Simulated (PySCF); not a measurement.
**Two-dimensional NMR puzzle**

Compound of formula C7H4F4. Correlations simulated from computed shifts and the bond graph:

HSQC (one-bond C–H):
```tsv
δH	δC
4.91	85.7
2.75	25.1
```

COSY cross peaks (H two or three bonds apart, from the bond graph; peaks can be absent where the dihedral angle is near 90°):
```tsv
δH	δH
4.91	2.75
```

HMBC (two and three bonds, from the bond graph):
```tsv
δH	δC
4.91	92.2, 25.1
2.75	92.2, 85.7, 72.5
```

Carbons without hydrogens: δ 123.7, 92.2, 80.3, 72.5, 65.9.

Theoretical values (PySCF 2.14): GFN2-xTB structure, NMR shieldings at PBE0/pcSseg-1/GIAO. Rapidly exchanging positions averaged, one conformer, no relativistic terms, no solvent model.

δ = σ(ref) − σ, references computed at the same level: $^{1}$H (σref 31.72), $^{13}$C (σref 186.93) against TMS.

Exchangeable hydrogens are left out of these lists.

**Question.** Assemble the structure.

**Answer.** SMILES FCCC#CC#CC(F)(F)F.

Atoms are numbered as in `[F:1][CH2:2][CH2:3][C:4]#[C:5][C:6]#[C:7][C:8]([F:9])([F:10])[F:11]` (H(Xn): hydrogen on atom n).

- δC 123.7 is C8, a CF3 carbon.
- δC 92.2 is C4, an alkyne carbon.
- δC 85.7 is C2, an sp3 CH2 bonded to F (δH 4.91).
- δC 80.3 is C6, an alkyne carbon.
- δC 72.5 is C5, an alkyne carbon.
- δC 65.9 is C7, an alkyne carbon.
- δC 25.1 is C3, a propargylic sp3 CH2 (δH 2.75).
- HMBC from δH 4.91 reaches the proton-free carbon C4.
- HMBC from δH 2.75 reaches the proton-free carbons C4, C5.
- COSY links 4.91–2.75.

The shifts were computed for this structure.

Shifts are as computed. Against solution values, carbons near 30 ppm lie about +3 ppm off and those near 130 ppm about +5 ppm. Of 1211 compounds with measured shifts, 218 miss one by over three times the rms of a fit or turn the order of signals round; such compounds aren't used in these exercises.
